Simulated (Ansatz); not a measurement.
Job for Ansatz (a first-principles code): R-revPBE/def2-TZVPP on CH4 (SMILES C).

Ansatz 0.2 input:
```yaml
crystal:
  periodic: [false, false, false]
  atoms:
    - {symbol: C, position_ang: [0.00000043, -0.00000017, 0.00000132]}
    - {symbol: H, position_ang: [-0.71147872, -0.28399079, -0.77425720]}
    - {symbol: H, position_ang: [0.11589669, 1.08298052, 0.00700883]}
    - {symbol: H, position_ang: [-0.36733228, -0.33211164, 0.97010205]}
    - {symbol: H, position_ang: [0.96291388, -0.46687791, -0.20285501]}
basis:
  gaussian:
    orbitals: def2-TZVPP
hamiltonian:
  xc: {name: revPBE}
scf: {lower_state_search: off}
```

Program output:

```
WARN ansatz: RAYON_NUM_THREADS=4 ignored (pool sized by the plan → 4); use --threads N
Functional definition: revPBE
these checks for a lower state are left out or cut short: stability, starts, cluster_reference, orbital_swaps, neighbouring_geometries, increment
integrals: 0.01 GiB planned
416 factors; their error is unknown
mean field: 0.16 GiB planned
mean field evaluation 1: about -1095.5191 eV, gradient 5.6e1 eV
mean field evaluation 2: about -1088.1466 eV, gradient 7.1e1 eV
mean field evaluation 4: about -1102.5884 eV, gradient 2.0e-1 eV
mean field evaluation 8: about -1102.5757 eV, gradient 3.4e-1 eV
mean field evaluation 16: about -1102.5759 eV, gradient 1.3e-7 eV
mean field -1102.57587795 eV, -40.5189161620 hartree, gradient 1.3e-7 eV, S^2 0.000000; 0 other end points of the search recorded, 0 dependent functions left out
reference -1102.57591334 eV, -40.5189174626 hartree; 5, 5 occupied and 82, 82 virtual orbitals, 416 factors
Total energy: -1102.57591334 eV, -40.5189174626 hartree
Checks for a lower state left out: stability, starts, cluster_reference, orbital_swaps, neighbouring_geometries, increment
```

Self-consistency was reached.

Cost: roughly 0.4 core-seconds.
